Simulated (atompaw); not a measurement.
Reading a pseudo-wave (scandium)

Columns: radius, all-electron u(r) and pseudo u(r) of the 3p shell (level -34.91 eV) of scandium in the configuration [Ne] 3s2 3p6 3d1 4s1 4p1; PBE, scalar-relativistic, PAW (atompaw) scheme, atompaw 4.2.0.5.

```csv
r (bohr),all-electron,pseudo
0.083,-0.2958,0.0209
0.165,-0.4978,0.0806
0.248,-0.4338,0.1752
0.331,-0.2077,0.2954
0.413,0.0703,0.4290
0.496,0.3420,0.5677
0.579,0.5720,0.6986
0.662,0.7499,0.8120
0.744,0.8738,0.8999
0.827,0.9516,0.9602
0.910,0.9892,0.9913
0.992,0.9952,0.9954
1.075,0.9772,0.9773
1.158,0.9420,0.9420
1.240,0.8955,0.8955
1.323,0.8412,0.8412
1.406,0.7829,0.7829
1.488,0.7238,0.7238
1.571,0.6643,0.6643
1.654,0.6066,0.6066
1.737,0.5515,0.5515
1.819,0.5002,0.5002
1.902,0.4516,0.4516
1.985,0.4066,0.4066
2.067,0.3658,0.3658
2.150,0.3279,0.3279
```

Question: How many radial nodes do the two functions have?

Answer: The all-electron 3p function has n − l − 1 = 1; the pseudo-wave has 0, since the states of the same l below it are removed with the core.

Question: At about which radius was the pseudo-wave matched?

Answer: 1.20 bohr. The columns agree to 0.0005 from 0.99 bohr on; several derivatives are matched, so the curves merge somewhat inside the radius.

Question: Is the pseudo-wave norm-conserving?

Answer: No, it belongs to a PAW set: the norm inside the radius is not constrained, and the difference is carried by the augmentation charge.
